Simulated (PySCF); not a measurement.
# Ionisation energy of Cd by level of theory

Cd [Kr] 4d10 5s2 (1S) → Cd⁺ [Kr] 4d10 5s1 (2S), as a difference of total energies. Computed with PySCF 2.14 in def2-SVP with the def2 core potential (28 electrons) (5s3p2d1f, 31 functions), with scalar relativity through the core potential. Correlated levels: valence: 4s2 4p6 frozen. The calculations carry no spin-orbit coupling.

| method | ionisation energy (eV) | error (eV) |
| --- | --- | --- |
| UHF | 7.337 | -1.657 |
| PBE0 | 8.804 | -0.190 |
| MN15 | 9.124 | +0.130 |
| MP2 (valence) | 8.408 | -0.586 |
| SCS-MP2 (valence) | 8.420 | -0.574 |
| CCSD (valence) | 8.461 | -0.533 |
| CCSD(T) (valence) | 8.525 | -0.469 |

Reference: 8.994 eV (measured; NIST Atomic Spectra Database, ionization energies).

Errors of the correlated levels include the incompleteness of this basis and the frozen core.
